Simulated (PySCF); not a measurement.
dimethoxyethane (C4H10O2), singlet, at a GFN2-xTB geometry; PySCF with B3LYP/6-31G.

Here is a job for PySCF.
```python
from pyscf import gto, scf, dft

mol = gto.M(
    atom='''
C     2.72391810    0.61849359   -0.04828470
O     1.46799295    0.22528122    0.43744296
C     0.73171646   -0.53298279   -0.49139705
C    -0.66329302   -0.78508739    0.06805032
O    -1.49517989    0.29843247   -0.26923304
C    -2.76725385    0.21630168    0.31640991
H     3.34489932   -0.25195343   -0.29834656
H     3.20104761    1.18758433    0.74676361
H     2.62728334    1.24803258   -0.94164979
H     1.24064897   -1.49173030   -0.68129414
H     0.63663919    0.00913888   -1.44304535
H    -1.07400645   -1.71837604   -0.34974959
H    -0.59087972   -0.89062330    1.15992421
H    -3.29594577   -0.69105971   -0.00453680
H    -2.70325538    0.21544940    1.41170086
H    -3.31946172    1.09347742   -0.01411672
''',
    basis='6-31g',
    verbose=4,
)

mf = dft.RKS(mol)
mf.xc = 'b3lyp'
mf.kernel()
```

It wrote (shortened):

```
PySCF version 2.14.0

[INPUT] verbose = 4
[INPUT] num. atoms = 16
[INPUT] num. electrons = 50
[INPUT] charge = 0
[INPUT] spin (= nelec alpha-beta = 2S) = 0
[INPUT] symmetry False subgroup None
[INPUT] Mole.unit = angstrom
[INPUT] Symbol           X                Y                Z      unit          X                Y                Z       unit  Magmom
[...]
nuclear repulsion = 256.162422312915
number of shells = 50
number of NR pGTOs = 172
number of NR cGTOs = 74
basis = 6-31g
ecp = {}

******** <class 'pyscf.dft.rks.RKS'> ********
method = RKS
initial guess = minao
damping factor = 0
level_shift factor = 0
DIIS = <class 'pyscf.scf.diis.CDIIS'>
diis_start_cycle = 1
diis_space = 8
diis_damp = 0
SCF conv_tol = 1e-09
SCF conv_tol_grad = None
SCF max_cycles = 50
direct_scf = True
direct_scf_tol = 1e-13
XC library pyscf.dft.libxc version 7.1.2
    S. Lehtola, C. Steigemann, M. J. T. Oliveira, and M. A. L. Marques,  SoftwareX 7, 1–5 (2018)
XC functionals = b3lyp
    P. J. Stephens, F. J. Devlin, C. F. Chabalowski, and M. J. Frisch,  J. Phys. Chem. 98, 11623 (1994)
radial grids:
    Treutler-Ahlrichs [JCP 102, 346 (1995); DOI:10.1063/1.469408] (M4) radial grids

becke partition: Becke, JCP 88, 2547 (1988); DOI:10.1063/1.454033
pruning grids: <function nwchem_prune>
grids dens level: 3
symmetrized grids: False
atomic radii adjust function: <function treutler_atomic_radii_adjust>
small_rho_cutoff = 0
Set gradient conv threshold to 3.16228e-05
Initial guess from minao.
tot grids = 182720
init E= -309.319386257036
[...]
cycle= 1 E= -308.634037677125  delta_E= 0.685  |g|= 0.757  |ddm|= 3.44
[...]
cycle= 2 E= -308.426693590273  delta_E= 0.207  |g|= 1.29  |ddm|= 2.35
[...]
cycle= 3 E= -308.752080043139  delta_E= -0.325  |g|= 0.051  |ddm|= 1.56
[...]
cycle= 4 E= -308.752472191484  delta_E= -0.000392  |g|= 0.0321  |ddm|= 0.0713
[...]
cycle= 5 E= -308.752745838022  delta_E= -0.000274  |g|= 0.00156  |ddm|= 0.0308
[...]
cycle= 6 E= -308.752746599468  delta_E= -7.61e-07  |g|= 0.00038  |ddm|= 0.00372
[...]
cycle= 7 E= -308.752746633597  delta_E= -3.41e-08  |g|= 0.000156  |ddm|= 0.000548
[...]
cycle= 8 E= -308.752746640067  delta_E= -6.47e-09  |g|= 1.44e-05  |ddm|= 0.000177
[...]
cycle= 9 E= -308.752746640134  delta_E= -6.66e-11  |g|= 1.32e-06  |ddm|= 2.9e-05
[...]
Extra cycle  E= -308.752746640134  delta_E= -6.82e-13  |g|= 1.37e-06  |ddm|= 3.75e-06
converged SCF energy = -308.752746640134
```
